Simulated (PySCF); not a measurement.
Sn(Me)(NH2), SMILES [CH3][Sn][NH2], singlet (PBE0/def2-SVP optimised geometry):

```
8

Sn    -0.828    -0.818     0.000
C      1.383    -0.818     0.000
H      1.791    -1.836     0.093
H      1.764    -0.208     0.835
H      1.755    -0.379    -0.941
N     -0.921     1.210     0.000
H     -0.121     1.836     0.001
H     -1.791     1.732    -0.007
```

Calculation: PBE0/def2-TZVP, def2 effective core potentials past Kr (PySCF).

### Question
What are the frontier orbital energies and the dipole moment?

### Answer
HOMO-2 -8.73 eV, HOMO-1 -7.21 eV, HOMO -6.19 eV, LUMO -1.70 eV, LUMO+1 0.14 eV; dipole moment 0.59 D.

On the same geometry PBE/def2-TZVP, def2 effective core potentials past Kr in PySCF gives HOMO-2 -7.46 eV, HOMO-1 -5.96 eV, HOMO -5.19 eV, LUMO -2.39 eV, LUMO+1 -0.55 eV; dipole moment 0.75 D.
